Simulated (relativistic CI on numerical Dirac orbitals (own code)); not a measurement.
Sc³⁺ in a cubic cluster: 2p photoemission with charge transfer

Computed with a charge-transfer multiplet model of a cubic metal-ligand cluster with up to 2 ligand holes, Slater and spin-orbit integrals from Dirac-Coulomb-Breit ions, Slater integrals scaled by 0.8. The ground state mixes d0 with configurations of k ligand holes L, whose averages lie at kΔ + k(k − 1)U_dd/2; a core hole lowers each added d electron by U_cd. 300 K, Lorentzian 0.6 eV and Gaussian 0.8 eV FWHM.

Atomic integrals in eV (Slater integrals scaled, ζ unscaled), ground: F2dd 4.710, F4dd 2.885, zeta_d 0.005; with the core hole: F2dd 4.710, F4dd 2.885, zeta_d 0.020, zeta_core 3.003, F2cd 4.113, G1cd 2.955, G3cd 1.675. Where a configuration has fewer than two d electrons, the dd integrals are those of d2.

Cluster parameters (eV): U_dd = 4.7, U_cd = 5.9, 10Dq = 0.6, 10Dq(ligand) = 0.8, V(eg) = 2.95, V(t2g) = -1.36, final-state hopping factor = 1.

```csv
Case,n_d,d0,d1L,d2L2,S
Δ = 4 eV,0.65,0.45,0.46,0.09,0.00
Δ = 6 eV,0.51,0.55,0.39,0.06,0.00
Δ = 9 eV,0.35,0.68,0.29,0.03,0.00
```

Weights, n_d and S are thermal averages at 300 K. Binding energies count from the first peak over 30 % of the highest in each spectrum, which can be another peak from case to case. The parameters are a model scan and need not match a compound or its usual spin state. Peaks in eV (height, largest 100):
- Δ = 4 eV: 0.0 (100), 4.3 (35), 12.4 (10)
- Δ = 6 eV: 0.0 (100), 4.3 (42), 11.6 (10), 16.1 (6)
- Δ = 9 eV: 0.0 (100), 4.4 (48), 11.3 (9)

Curve for Δ = 4 eV (points under 2 left out, the grid thinned):

```
E (eV)  Intensity
  -2.8        2.0
  -2.4        2.7
  -2.1        3.6
  -1.7        5.5
  -1.4        8.3
  -1.0       17.7
  -0.7       35.3
  -0.3       78.1
   0.0      100.0
   0.4       76.2
   0.7       42.9
   1.1       17.4
   1.4       10.1
   1.8        6.3
   2.1        5.2
   2.5        4.9
   2.8        5.7
   3.2        9.5
   3.5       16.3
   3.9       28.8
   4.2       34.7
   4.6       33.5
   5.0       25.3
   5.3       18.2
   5.7       12.5
   6.0       10.3
   6.4        7.3
   6.7        5.3
   7.1        3.6
   7.4        2.6
  10.5        2.2
  10.8        2.8
  11.2        3.7
  11.5        4.7
  11.9        7.3
  12.2        9.3
  12.6        8.7
  12.9        6.3
  13.3        3.2
  15.9        2.3
  16.3        3.9
  16.6        4.6
  17.0        4.1
  17.3        3.2
  17.7        2.1
```

A d0 ion has no d-d gap: its lowest excitations are ligand-to-metal charge transfer. With the core hole the configuration with one ligand hole lies at Δ − U_cd = -1.9, 0.1, 3.1 eV from the one without, in the order of the table; where this is negative the screened configuration lies lower, though the effective hopping of about 6.5 eV (from the holes of the mixed ground state) mixes the two strongly wherever it is as large as the gap.
